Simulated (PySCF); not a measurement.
Structure elucidation problem

The spectra below were simulated for a compound C₈H₁₆Si.

¹H NMR (500 MHz, computed): δ 6.98 (s, 1H), 5.44 (br s, 1H), 5.28 (br s, 1H), 4.45 (s, 3H), 2.49 (sept, 1H), 2.17 (s, 3H), 1.11 (d, 6H).

¹³C{¹H} NMR (computed): δ 152.6, 150.2, 145.8, 127.9, 42.7, 25.0 (2C), 23.5.

PySCF 2.14.0 with density-fitted response routines calculation with structure optimised with GFN2-xTB and shielding tensors at PBE0/pcSseg-1 (GIAO); one averaged value for each set of equivalent atoms, gas phase, non-relativistic Hamiltonian, one computed conformer.

References, each an isolated molecule treated in the same way: ¹H, ¹³C vs TMS.

**Question.** What is the structure?

**Answer.** 
Rings plus π bonds: 2 (no ring in the answer). 7 carbon signals for 8 carbons: some carbons are equivalent by symmetry or fast rotation. Carbon types of the structure: 2 × C, 2 × CH, 1 × CH2, 3 × CH3, leaving 3 H on heteroatoms. δC 152.6, 145.8: fully substituted alkene carbon; the olefinic region. δC 150.2: alkene CH; the olefinic region. δC 127.9: terminal =CH2 carbon; an sp2 carbon of a C=C bond. δC 25.0: methyl carbon; saturated and bonded to C and H only. δH 6.98: hydrogen on an alkene CH; olefinic region. δH 5.44, 5.28: hydrogen on a terminal =CH2 carbon; attached to an sp2 carbon and in the plane of the double bond. δH 2.49: hydrogen on an allylic sp3 CH; allylic position.

These data were computed for `C=C(C)/C=C(\[SiH3])C(C)C`.

This is the structure that produced the data.

Shifts are as computed. Against solution values, carbons near 30 ppm lie about +3 ppm off and those near 130 ppm about +5 ppm. Of 1211 compounds with measured shifts, 218 miss one by over three times the rms of a fit or turn the order of signals round; such compounds aren't used in these exercises. Multiplicities follow the n + 1 count of equivalent neighbours, as no J values were calculated; m marks all less simple cases, F and P coupling included.
